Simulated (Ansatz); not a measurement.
Consider the cleavage of the Ge–Ge bond: `[OH][Ge]([OH])([SiH3])[GeH3]` + CH₃NH₂ → `C[NH][GeH3]` + `[OH][GeH]([OH])[SiH3]`.

Calculated with Ansatz (gas phase, PBE0-D4/def2-TZVP geometries, no zero-point term in ΔE). CBS: MP2 limit from def2 TZ/QZ plus the TZ coupled-cluster correction, frozen cores. DFT in def2-TZVPP. For Ge outer-core shells are correlated without core-valence functions, which leaves a few kJ/mol of doubt a bond. Scalar relativity is left out up to krypton. One conformer a species, not always the lowest.

`[OH][Ge]([OH])([SiH3])[GeH3]`:

```xyz
13

O    -1.412   -0.712    1.400
Ge   -0.072   -0.429    0.247
O     1.180   -1.689    0.463
Si   -1.004   -0.835   -1.907
Ge    0.925    1.748    0.735
H    -1.204   -0.456    2.301
H     1.723   -1.561    1.244
H     0.060   -0.660   -2.929
H    -1.549   -2.213   -1.970
H    -2.085    0.153   -2.155
H     2.100    2.036   -0.212
H    -0.117    2.870    0.600
H     1.454    1.747    2.183
```

CH₃NH₂:

```xyz
7

C    -0.145    0.498    0.231
N     0.530   -0.662   -0.325
H    -1.243    0.435    0.261
H     0.121    1.385   -0.348
H     0.206    0.667    1.252
H     0.226   -0.829   -1.276
H     0.305   -1.494    0.204
```

`C[NH][GeH3]`:

Cartesian coordinates in Å:
```
C -0.927 1.044 0.137
N -0.587 -0.352 0.330
Ge 1.113 -0.896 -0.111
H -1.903 1.261 0.582
H -0.956 1.370 -0.913
H -0.196 1.673 0.654
H -1.300 -0.964 -0.040
H 1.180 -2.412 0.125
H 2.081 -0.140 0.815
H 1.496 -0.582 -1.579
```

`[OH][GeH]([OH])[SiH3]`:

```xyz
10

O     1.333    1.460    0.818
Ge    0.806    0.295   -0.425
O     0.059    1.152   -1.799
Si   -0.766   -1.247    0.519
H     0.611    1.816    1.340
H     2.112   -0.266   -0.993
H    -0.834    1.455   -1.622
H    -0.164   -1.960    1.675
H    -1.207   -2.230   -0.503
H    -1.950   -0.475    0.990
```

```json
{"level": "PBE0-D4", "ΔE (kJ/mol)": "43.0"}
{"level": "MP2/def2-QZVPP", "ΔE (kJ/mol)": "32.0"}
```

Q: What does CCSD(T)/CBS give? (Best estimate.)

A: The calculation gave: +35.2 kJ/mol. The listed levels differ from it by 7.8, -3.2 kJ/mol.

Largest T1 diagnostic among the species: 0.013.

In def2-TZVPP, CCSD(T) changes the Hartree–Fock value by +10.9 kJ/mol (the triples alone add +0.6 kJ/mol) and MP2 by +9.1 kJ/mol.
